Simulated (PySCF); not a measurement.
A side-by-side comparison of computed properties.

First species: C3O2.
Cartesian coordinates in Å at the GFN2-xTB level; atoms count from 1:
```
atom  x, y, z in Å
O1    -2.1319   -0.1963    1.1572
C2    -1.1148   -0.1025    0.6165
C3     0.0019    0.0003    0.0226
C4     1.1183    0.1036   -0.5718
O5     2.1351    0.1978   -1.1129
```

Second species: C5H7FS.
SMILES: `C[C@@]1(F)CCC1=S`

Levels: CAM-B3LYP/def2-SVPD for dipole moment, HOMO energy, LUMO energy, HOMO–LUMO gap, static isotropic polarisability and electronic spatial extent ⟨r²⟩ about the centre of nuclear charge; TDDFT CAM-B3LYP/def2-SVPD for lowest singlet excitation; TDA CAM-B3LYP/def2-SVPD for lowest triplet excitation (Tamm–Dancoff); GFN2-xTB for smallest rotational constant. Geometries: GFN2-xTB. Each structure is a single optimised conformer of the isolated species, non-relativistic unless stated. Electronic properties by PySCF.

**Question.** Which has the higher HOMO–LUMO gap?

**Answer.** The first: 8.93 eV against 6.58 eV, a difference of 2.35 eV.

**Question.** Which of the two has the higher static isotropic polarisability, and by how much?

**Answer.** The second: 78.9 au against 43.9 au, a difference of 35.0 au.

**Question.** Which of the two has the higher smallest rotational constant, and by how much?

**Answer.** The first: 2.229 GHz against 1.509 GHz, a difference of 0.720 GHz.

**Question.** Which of the two has the higher dipole moment, and by how much?

**Answer.** The second: 3.28 D against 0.00 D, a difference of 3.28 D.

**Question.** Which of the two has the higher LUMO energy, and by how much?

**Answer.** The first: -0.81 eV against -1.38 eV, a difference of 0.57 eV.

**Question.** Which has the higher T1 energy?

**Answer.** The first: 3.85 eV against 1.88 eV, a difference of 1.97 eV.

**Question.** Which has the higher S1 energy?

**Answer.** The first: 4.35 eV against 2.34 eV, a difference of 2.01 eV.

**Question.** Which has the higher ⟨r²⟩?

**Answer.** The second: 879 bohr² against 469 bohr², a difference of 410 bohr².

On the first: No computed singlet falls in the visible range (750 to 380 nm, 1.65 to 3.26 eV); S1 lies 1.09 eV above its blue end. The polarisability is 6.51 Å³ as a volume (1 au = 0.148185 Å³), or 1.29 au for each of the 34 electrons.

On the second: The vertical singlet–triplet gap S1 − T1 is 0.46 eV (TDDFT singlet less Tamm–Dancoff triplet; S1: HOMO→LUMO, weight 0.99; T1: HOMO→LUMO, weight 0.98).
